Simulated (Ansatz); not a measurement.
H$_{2}$O$_{4}$W, SMILES `[O]=[W](=[O])([OH])[OH]`. Total charge 0; spin multiplicity 1. W takes the def2 core potential. The geometry is a stationary point of PBE0-D4/def2-TZVP. It is one conformer, not always the lowest.

```xyz
7

O    -1.046   -0.167   -1.614
W    -0.051    0.205   -0.282
O     0.661    1.733   -0.537
O    -1.083    0.274    1.289
O     1.288   -1.109   -0.143
H    -1.998   -0.006    1.359
H     2.228   -0.931   -0.072
```

Question: What is the dipole moment at B3LYP/def2-TZVPP? (An estimate is asked.)

Answer: Ansatz gave: 3.00 D, with components (0.43, -1.75, 2.40) D in this frame, pointing from negative to positive charge.

Question: And with PBE, r2SCAN, ωB97M-V? (Estimate.)

Answer: The calculation gave: PBE 2.90 D, r2SCAN 2.99 D, ωB97M-V 3.03 D.

Question: Give the Mulliken charges with B3LYP, PBE, r2SCAN in def2-TZVPP. (Best estimate.)

Answer: The calculation gave: 
```json
{"atom": "O1", "B3LYP": "-0.42", "PBE": "-0.36", "r2SCAN": "-0.42"}
{"atom": "W2", "B3LYP": "1.26", "PBE": "1.05", "r2SCAN": "1.27"}
{"atom": "O3", "B3LYP": "-0.42", "PBE": "-0.36", "r2SCAN": "-0.42"}
{"atom": "O4", "B3LYP": "-0.43", "PBE": "-0.38", "r2SCAN": "-0.44"}
{"atom": "O5", "B3LYP": "-0.43", "PBE": "-0.38", "r2SCAN": "-0.44"}
{"atom": "H6", "B3LYP": "0.22", "PBE": "0.22", "r2SCAN": "0.23"}
{"atom": "H7", "B3LYP": "0.22", "PBE": "0.22", "r2SCAN": "0.23"}
```

B3LYP here is the variant with VWN-RPA as its local correlation; programs differ in this.
